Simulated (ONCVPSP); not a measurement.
**Si, ONCV: configuration errors across variants**

```json
{
  "Element": "Si",
  "Generator": "ONCVPSP 4.0.1",
  "Type": "optimised norm-conserving Vanderbilt (ONCV)",
  "Functional": "Wu-Cohen",
  "Relativity": "scalar-relativistic",
  "Frozen core": "[Ne]",
  "Valence charge": "4",
  "Reference configuration": "3s2 (charge +2)",
  "Partial waves": "3s: rc 1.75 bohr, ncon 5, nbas 9, qcut 4.4 1/bohr, 2 projectors, debl 1.7 Ha; p scattering state at 0.09 Ha: rc 1.55 bohr, ncon 4, nbas 7, qcut 5.5 1/bohr, 1 projector",
  "Local potential": "polynomial inside 1.15 bohr (lpopt 4, dvloc0 3 Ha)",
  "Core correction": "polynomial model core, fcfact 0.4"
}
```

In the p channel the program set the typed energies aside and used 0.050 Ha.

All-electron excitation energies from the reference (eV): (1) 3s2 3p2 -23.708; (2) 3s2 3p1 -15.990; (3) 3s1 33.949; (4) 3s0 3p4 -9.950.

1 further variants failed, have other tests or too few solved ones, and are left out.

A true bound ghost makes a file unfit for plane-wave use even where its test errors are small: the radial tests pick states by their node count and pass the ghost by.

Errors AE − PS in meV (a dash: test not solved or not reliable):

```csv
change,(1),(2),(3),(4),bound ghosts,GHOST(+) flags above zero
base,+238,+135,+1.7,+457,none,none
"local potential polynomial inside 1.15 bohr (lpopt 4, dvloc0 9 Ha)",+174,+97,+1.7,+329,none,none
p: nproj 3,+41,+21,+1.7,+57,p,p
s: nbas 10,+238,+135,+1.4,+457,none,none
p: qcut 6.1,+238,+135,+1.7,+457,none,none
p: qcut 6.2,+238,+135,+1.7,+457,none,none
"all radii but the core radius scaled by about 1.10 (s 1.92, p 1.70 bohr); local potential polynomial inside 1.26 bohr (lpopt 4, dvloc0 3 Ha)",+223,+126,+1.0,+422,none,none
```

(1) Give the same row for: s: qcut 4.1; p: qcut 5.2.

Answers

(1) +239, +135, +0.7, +457; bound ghosts: none; GHOST(+) flags above zero: none.
